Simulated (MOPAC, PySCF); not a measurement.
[Mo(Cl)6], neutral singlet in the gas phase. 

Cartesian coordinates (Å):
```xyz
7

Mo     0.0000     0.0000     0.0000
Cl    -2.1714     0.0699     0.7783
Cl     0.2894     2.2070     0.6091
Cl    -0.7259     0.6707    -2.0854
Cl    -0.2894    -2.2070    -0.6091
Cl     0.7259    -0.6707     2.0854
Cl     2.1715    -0.0699    -0.7783
```
Charge 0, multiplicity 1.

All levels are single points at this geometry (r2SCAN-D4/def2-SVP); Pople sets use spherical d functions. Orbital energies aren't observables, and empty levels follow the basis.

PM7 in MOPAC gives HOMO (eV) = -11.91.

Estimate the HOMO (eV) from each of these levels: TPSSh-D3(BJ)/def2-TZVP in PySCF; B3LYP/6-311+G** (LANL2DZ on Mo) in PySCF; B3LYP/LANL2DZ in PySCF; SVWN5/6-31G* (LANL2DZ on Mo) in PySCF; PM6 in MOPAC.


```
level                                     HOMO (eV)
----------------------------------------  ---------
TPSSh-D3(BJ)/def2-TZVP in PySCF               -8.48
B3LYP/6-311+G** (LANL2DZ on Mo) in PySCF      -9.07
B3LYP/LANL2DZ in PySCF                        -9.43
SVWN5/6-31G* (LANL2DZ on Mo) in PySCF         -8.10
PM6 in MOPAC                                 -11.10
```
